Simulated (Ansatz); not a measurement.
`FC(F)(F)C1(F)OC1(F)F` + H₂ → `FC(F)C1(F)OC1(F)F` + H–F at 600 K and 1 bar (hydrogenolysis of a C–F bond).

Isolated molecules relaxed with PBE0-D4/def2-TZVP in Ansatz; ΔE leaves out vibrations. CCSD(T)/CBS adds triple-zeta CCSD(T) − MP2 to the extrapolated MP2 energy (def2 sets, frozen cores). This one scheme is used for every species. Each species was taken in one conformer, which may not be the lowest.

| species | CCSD(T)/CBS energy (Eh) | H − E (kJ/mol) | S (J/(mol·K)) |
| --- | --- | --- | --- |
| `FC(F)(F)C1(F)OC1(F)F` | -788.02044 | 176.3 | 491.7 |
| H₂ | -1.17544 | 43.9 | 150.8 |
| `FC(F)C1(F)OC1(F)F` | -688.82508 | 192.9 | 471.2 |
| H–F | -100.39570 | 42.3 | 194.0 |

H − E and S are ideal-gas, rigid-rotor, harmonic terms from PBE0-D4/def2-TZVP, for one conformer and one mirror image of each species. The MP2-based limit puts H₂ 0.8 mEh under its directly extrapolated value; such offsets cancel only in part. 1 Eh = 2625.50 kJ/mol, R = 8.31446 J/(mol·K).

Task: By hand: ΔE, ΔH, ΔS and ΔG.

Result: ΔE = (-688.82508) + (-100.39570) − (-788.02044) − (-1.17544) = -0.02490 Eh = -65.4 kJ/mol. Δ(H − E) = 192.9 + 42.3 − 176.3 − 43.9 = 15.0, so ΔH = -50.4 kJ/mol. ΔS = 471.2 + 194.0 − 491.7 − 150.8 = 22.7 J/(mol·K). ΔG = -50.4 − 600 × (22.7)/1000 = -64.0 kJ/mol.

Task: By hand: the equilibrium constant, and the temperature at which ΔG would vanish if ΔH and ΔS stayed fixed.

Result: log₁₀ K = −ΔG/(RT ln 10) = 5.6. ΔH and −TΔS have one sign here, so there is no such temperature.

ΔH outweighs TΔS. A doubt of 5 kJ/mol in ΔE shifts log₁₀ K by 0.4 here. Other conformers and mirror images would add mixing entropy, several J/(mol·K) or more a flexible species. Modes under 60 cm⁻¹, often nearly free rotors, make the harmonic entropy too high. These are equilibria of isolated gas molecules and say nothing of rates. Largest T1 diagnostic: 0.013 (customary marks: 0.02 for closed shells, 0.045 for open ones).
